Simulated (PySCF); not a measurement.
A GIAO shielding run with PySCF 2.14.0 with density-fitted response routines (density fitting, non-relativistic, gas phase) on `F/C=C(\F)C#CCF`, C₅H₃F₃:

```
$ OMP_NUM_THREADS=1 python probes_run.py task.json out

{"job": {"kind": "nmr", "xc": "PBE0", "basis": "pcSseg-1"}, "charge": 0, "multiplicity": 1}
F     -2.959184     2.155607     0.957232
C     -1.791407     1.666286     0.538113
C     -1.499141     0.366013     0.561125
F     -2.375515    -0.550111     1.013759
C     -0.260725    -0.149611     0.119237
C      0.750234    -0.703582    -0.226596
C      2.012849    -1.248965    -0.676574
F      2.847594    -0.251669    -1.120472
H     -1.106016     2.417250     0.178176
H      2.528719    -1.760090     0.146361
H      1.858016    -1.938458    -1.516325
```

Hardware: 1 thread of an Arm Neoverse N1, shared host. The job also computes population analyses, field gradients.

Q: How large is the calculation?

A: 60 electrons, 151 basis functions and 780 auxiliary functions.

Q: How long does it take, and how much memory does it need?

A: 25 s of wall time, with 14 SCF cycles and 5 response iterations; peak memory 0.7 GiB. Times on a shared host scatter by some tens of per cent.

Q: And these other runs on the same molecule and hardware: spin–spin coupling at B3LYP/pcJ-1?

A: B3LYP/pcJ-1: 246 functions, 87 s.
